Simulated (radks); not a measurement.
Results of a calculation; reference values are marked as such.
Orbital eigenvalues (eV) of the ruthenium ion Ru2+, [Kr] 4d6, at several levels of relativity; Dirac values are averaged over j with weights 2j + 1. Spin-unpolarised spherical Kohn-Sham, BLYP, point nucleus unless stated (finite: rms radius 4.4809 fm), a radial shooting solver on a logarithmic mesh with Libxc functionals. A level marked "c x" has the speed of light scaled by that factor and shares open shells by 2j + 1; other Dirac levels either fill j = l - 1/2 first or share by 2j + 1.

shell	non-rel.	scalar-rel., finite nucleus	Dirac, 2j+1 shares, finite nucleus	Dirac, c x 0.75	change of magnitude, last against first (%)
1s	-21356	-21961	-21950	-22461	+5.17
2s	-3031.7	-3175.0	-3172.7	-3295.4	+8.70
2p	-2806.8	-2846.1	-2846.2	-2879.8	+2.60
3s	-548.14	-575.56	-575.18	-598.81	+9.24
3p	-459.90	-467.49	-467.59	-474.13	+3.09
3d	-297.46	-293.48	-293.26	-289.81	-2.57
4s	-91.477	-96.422	-96.375	-100.67	+10.05
4p	-65.106	-66.299	-66.339	-67.404	+3.53
4d	-24.371	-24.051	-24.048	-23.806	-2.32
5s (empty)	-18.586	-19.274	-19.271	-19.877	+6.95
5p (empty)	-13.508	-13.686	-13.691	-13.850	+2.53
